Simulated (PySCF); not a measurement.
**Static response to an electric field**

C₆H₆O.
Structure used (PBE0-D3(BJ)/def2-SVP), in Å, numbered top down from 1:
```xyz
13
C6H6O angstrom
C     -0.722   -0.442    1.899
C     -0.680   -0.322    0.559
C     -1.871   -0.548   -0.331
C      0.543    0.037   -0.084
C      1.558    0.340   -0.688
C      2.794    0.705   -1.335
O      2.927    0.846   -2.526
H      0.164   -0.271    2.513
H     -1.651   -0.716    2.406
H     -2.100    0.361   -0.910
H     -2.756   -0.824    0.257
H     -1.664   -1.348   -1.058
H      3.650    0.853   -0.631
```

Level: wB97X-D/def2-SVPD (PySCF), static field, nuclei fixed, core orbitals frozen in the response. The polarisability tensor in these axes (au):

```
x    98.51  14.79 -27.24
y    14.79  53.05 -10.98
z   -27.24 -10.98  97.96
```

Task: Give the principal values, the mean and the anisotropy Δα = √{½[(α1 − α2)² + (α2 − α3)² + (α1 − α3)²]}.

Result: Principal values 48.43, 71.27 and 129.82 au; mean 83.17 au = 12.33 Å³ = 13.71 × 10⁻⁴⁰ C²·m²/J; Δα = 72.71 au (87 % of the mean).

Task: What is the dipole moment, and where does it point?

Result: (-2.11, -0.82, 3.29) D, 4.00 D in size, pointing from the negative to the positive side. Measured along this direction, the outermost atoms are O7 at the negative end and H9 at the positive end.

Task: What would n − 1 = 2πNα be for an ideal gas of these molecules at 400 K and 1 atm, electronic part alone?

Result: N = p/kT = 1.8347 × 10¹⁹ cm⁻³, so n − 1 = 2π × N × 12.33 × 10⁻²⁴ cm³ = 1421 × 10⁻⁶ at long wavelengths, for an ideal gas.

Task: Directions of the eigenvectors, and the extent of the frame along each?

Result: Largest value along (0.70, 0.23, -0.68), where the nuclei span 6.90 Å; middle along (0.67, 0.11, 0.73), 4.13 Å; least along (-0.24, 0.97, 0.08), 1.77 Å. The response follows the extents in order.

Task: Give the eigenvalues of the traceless quadrupole moment Θ = ½Σq(3rr − r²1), origin at the centre of nuclear charge.

Result: -9.80, -0.43, 10.23 D·Å. The values depend on the origin, since the dipole doesn't vanish. The electronic extent ⟨r²⟩ about the same centre is 1118 bohr², a root-mean-square distance of 2.50 Å for the 50 electrons.

Geometry: PBE0-D3(BJ)/def2-SVP; no solvent, vibrations or thermal averaging.
